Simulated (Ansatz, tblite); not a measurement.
Cost and result up the ladder for `FC(F)(F)c1sc(-c2sc(-c3sc(C(F)(F)F)c4c3OCCO4)c3c2OCCO3)c2c1OCCO2` (47 atoms). Charge 0, multiplicity 1. Geometry: PBE-D4/def2-SVP.

Ansatz on 2 threads of AMD EPYC 7R13 on a shared host and a share (18 GiB) of an NVIDIA H100 80GB HBM3; xTB runs through tblite on one thread. Times are rough, summed over both states, and most runs start from the orbitals of an earlier one. PBE0-D4/def2-SVP serves as the yardstick here, not as an exact answer. The other state is a doublet.

The xTB rows come from tblite. Single mean-field runs in def2-SVP are fitted with def2-universal-jkfit.

Run but left out: PBE-QIDH/def2-SVP (charge +1 doublet: ⟨S²⟩ 0.97, where a pure state has 0.75).

Raw xTB energies of ions are shifted by several eV.

```
                        level  functions  wall time  vertical IE (eV)  difference from PBE0-D4/def2-SVP (eV)
                     GFN2-xTB        167     0.36 s             12.05                                   5.35
                     GFN1-xTB        179     0.37 s             12.58                                   5.88
             PBE0-D4/def2-SVP        562       26 s              6.71                                   0.00
PBE-D4/def2-SVP (with forces)        562       27 s              6.30                                  -0.41
```
